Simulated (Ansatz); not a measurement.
Molecule: C₃H₁₀GeN, net charge 0, doublet state. It need not be the lowest isomer of its formula. 
Coordinates optimised at B3LYP-D3(BJ)/def2-TZVP (Ansatz, a quantum-chemistry and plane-wave program):
```xyz
15

C      0.0120     1.6157     0.9995
N     -0.2821     0.4470     0.3271
Ge     1.1096    -0.5823    -0.3459
C     -1.6079    -0.1310     0.5199
C     -2.6934     0.6225    -0.2443
H     -0.7861     2.1379     1.5053
H      0.9223     2.1410     0.7522
H      2.0921     0.3828    -1.0265
H      0.4799    -1.5632    -1.3468
H      1.8349    -1.3542     0.7785
H     -1.8474    -0.1471     1.5906
H     -1.5896    -1.1707     0.1875
H     -2.7358     1.6670     0.0659
H     -2.4944     0.5966    -1.3169
H     -3.6714     0.1722    -0.0609
```
Charge 0, spin multiplicity 2.

Basis-set convergence of Hartree-Fock and CCSD correlation energies (hartree) with Ansatz. Valence correlation only, unless marked. Open shells are spin-unrestricted. Spin-orbit coupling is left out. The frozen core is the preceding noble-gas configuration, with the filled d and f shells of earlier blocks. Non-relativistic.

| basis | functions | E(HF) | E(corr, CCSD) |
|---|---|---|---|
| cc-pVDZ | 133 | -2249.16155 | -0.75332 |
| cc-pVTZ | 303 | -2249.28729 | -0.89905 |
| cc-pVQZ | 588 | -2249.30322 | -0.94317 |

Extrapolating the two largest sets (X = 3 and 4) as X^-3: E(corr) = (64·(-0.94317) - 27·(-0.89905))/37 = -0.9754 Eh, an estimate of the basis-set limit. The largest set recovers 96.7 % of it, the smallest 77.2 %.
